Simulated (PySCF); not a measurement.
## Calculated data, AlB2H4O, AlBHO

Computed with PySCF 2.14.0. Calculation on a computer-drawn molecule: the log of a Hartree-Fock and frozen-core CCSD(T) single point meant for a local Hartree-Fock minimum, with one planted fault or none, to be diagnosed. Offsets are logged minus clean, where the clean run is the same molecule without the fault. The reference is restricted for singlets and unrestricted otherwise, and also for a bond in bohr or an excited solution. Adding or removing an electron swaps singlet and doublet. The excited solution moves the top pair (singlet) or top alpha electron (doublet) to the lowest empty orbital. Highest occupied and lowest empty are orbital energies over both spins, largest force is the largest gradient component, triples share is (T) over the correlation energy, the T1 limit is 0.02 restricted and 0.045 unrestricted, electrons count all cores, a negative frequency is imaginary (commonest isotopes), and the dipole is about the centre of nuclear charge.

Common to all runs: meant charge 0; meant multiplicity 2; meant basis cc-pV(D+d)Z; logged SCF converged yes; logged CC converged yes; logged SCF stable within its kind yes; possible faults no fault, one electron removed, one electron added, multiplicity raised by two, geometry at a saddle point, SCF held on an excited solution, minimal basis STO-3G, one bond length entered in bohr, all coordinates scaled.

```yaml
- entry: 1
  formula: AlB2H4O
  logged_structure:
    atoms_angstrom:
      - [B, 0.8949, -1.7479, 0.1057]
      - [B, 0.0266, -0.4694, 0.8372]
      - [O, -0.6677, -0.6294, 1.984]
      - [Al, -1.6603, -0.6365, 3.3547]
      - [H, 0.3909, -2.4754, -0.7121]
      - [H, 2.0545, -1.9571, 0.3573]
      - [H, 0.0249, 0.6312, 0.3187]
      - [H, -0.9385, -0.3995, 4.7533]
  given:
    logged_electrons: 35
    logged_basis_functions: 85
    logged_spin_squared: 0.7563
    "logged_highest_occupied [eV]": -8.5297
    "logged_lowest_empty [eV]": 1.0115
    "logged_largest_force [hartree/bohr]": 2.6805e-05
    "logged_lowest_frequency [cm^-1]": 71.395
    logged_T1_diagnostic: 0.017751
    logged_D1_diagnostic: 0.050103
    logged_triples_share: 0.024981
    "logged_dipole_magnitude [debye]": 1.2691
    "logged_energy_HF [hartree]": -368.50728
    "logged_energy_CCSD(T) [hartree]": -368.94765
    drawn_bonds_atom: [1, 2, 3, 1, 1, 2, 4]
    drawn_bonds_other_atom: [2, 3, 4, 5, 6, 7, 8]
    drawn_bonds_order: [1, 1, 1, 1, 1, 1, 1]
  results:
    planted_fault: "no fault"
    "HF_energy_offset_from_clean_run [kcal/mol]": 0.0
    "CCSD(T)_energy_offset_from_clean_run [kcal/mol]": 0.0
- entry: 2
  formula: AlBHO
  logged_structure:
    atoms_angstrom:
      - [B, -0.2398, 0.6609, -0.5425]
      - [Al, -0.7082, -1.3407, 0.447]
      - [O, -0.9638, -2.9066, 1.1155]
      - [H, -0.5299, 1.9264, -0.6056]
  given:
    logged_electrons: 27
    logged_basis_functions: 56
    logged_spin_squared: 0.7651
    "logged_highest_occupied [eV]": -9.7541
    "logged_lowest_empty [eV]": -0.59456
    "logged_largest_force [hartree/bohr]": 0.091456
    logged_T1_diagnostic: 0.04309
    logged_D1_diagnostic: 0.11786
    logged_triples_share: 0.048424
    "logged_dipole_magnitude [debye]": 6.4601
    "logged_energy_HF [hartree]": -341.91186
    "logged_energy_CCSD(T) [hartree]": -342.26719
    drawn_bonds_atom: [1, 2, 1]
    drawn_bonds_other_atom: [2, 3, 4]
    drawn_bonds_order: [1, 2, 1]
  results:
    planted_fault: "all coordinates scaled, by +9.4 %"
    "HF_energy_offset_from_clean_run [kcal/mol]": 17.79
    "CCSD(T)_energy_offset_from_clean_run [kcal/mol]": 7.877
```
